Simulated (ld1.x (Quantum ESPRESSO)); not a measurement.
# Before and after: TM potential for Sb

ld1.x (Quantum ESPRESSO) 7.5 input, shortened:

```
&input
   title='Sb', zed=51., rel=1, dft='PBESOL', iswitch=3,
   config='[Kr] 4d10 5s2 5p1.5'
 /
 &inputp
   pseudotype=2, tm=.true., lloc=-1, rcloc=2.00,
   nlcc=.true., new_core_ps=.true., rcore=1.00
 /
2
5S  1  0   2.00   0.00  1.45  1.45  0.0
5P  2  1   1.50   0.00  2.40  2.40  0.0
 &test
   configts(1)='5s2 5p1.5'
 /
```

Change: local potential the p channel.

Cutoffs: the cutoffs (Ry, on a coarse ladder) from which the occupation-weighted sum of valence levels, in a spherical-Bessel basis at the reference potential, stays within 10 and 1 mRy of its value at 400 Ry; they do not see the model core or the augmentation charge, which bear on the density cutoff. Errors are all-electron minus pseudo energies relative to the spin-unpolarised reference configuration.

Task: Predict the effect on cutoff, ghosts and configuration errors.

Result: The potential gets neither clearly harder nor softer (45 Ry and 160 Ry → 50 Ry and 160 Ry); the bound ghost in d disappears; of the 7 tests that both files solve, the error grows in 5 and shrinks in 1 by more than 15 % and 0.3 meV (median size 2.9 → 4.4 meV); the range in which the s phases agree widens (upper end -0.9 → 0.5); the range in which the p phases agree widens (upper end 1.2 → 2.3). In the separable form a ghost depends on how the local part lies against the semilocal potential of the channel, so the choice of the local part can create or remove one.

```csv
quantity,base,changed
"cutoff, loose",45 Ry,50 Ry
"cutoff, tight",160 Ry,160 Ry
bound ghosts,d,none
"error for 5s2 5p3, meV [ΔE -15.34 eV]",+2.0,-3.8
"error for 5s2 5p2, meV [ΔE -6.99 eV]",+1.0,0.0
"error for 5s2 5p1, meV [ΔE 9.02 eV]",-4.1,-5.5
"error for 5s2 5p3.3, meV [ΔE -16.50 eV]",+2.9,-4.4
"error for 5s1 5p0, meV [ΔE 77.80 eV]",-233,-331
"error for 5s2 5p2.5, meV [ΔE -12.06 eV]",+1.2,-2.0
"error for 5s1 5p3, meV [ΔE 1.77 eV]",-16,-18
s: phases at 2.58 bohr within 0.05 rad from the reference energy up to (Ry; the scan ends near 5),-0.9,0.5
p: phases at 2.58 bohr within 0.05 rad from the reference energy up to (Ry; the scan ends near 5),1.2,2.3
```

 A true bound ghost makes a file unfit for plane-wave use even where its test errors are small: the radial tests pick states by their node count and pass the ghost by.
